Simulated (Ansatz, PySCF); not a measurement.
This triplet is an excited state, 0.99 eV above the relaxed singlet at the level frozen-core CCSD(T)/cc-pVTZ // B3LYP-D3(BJ)/def2-TZVP (Ansatz, an electronic-structure program).

B3LYP has the VWN-RPA correlation part, as in Gaussian. 

**CH$_{4}$Si, SMILES `C[SiH]` (excited triplet) (charge 0, multiplicity 3)**

Calculation: B3LYP-D3(BJ)/def2-TZVP in PySCF.

The highest occupied spin orbital is -4.80 eV, the dipole moment is 0.210 e·Å and the total energy is -329.9556 Ha. The cost comes out as very roughly 28 core-seconds.

```xyz
6

C     -0.5984    -0.0502    -0.0200
Si     1.2243    -0.5400    -0.1899
H     -0.8268     0.8000    -0.6658
H     -1.2384    -0.8833    -0.3113
H     -0.8268     0.2122     1.0149
H      2.2661     0.4612     0.1721
```
Charge 0, spin multiplicity 3.
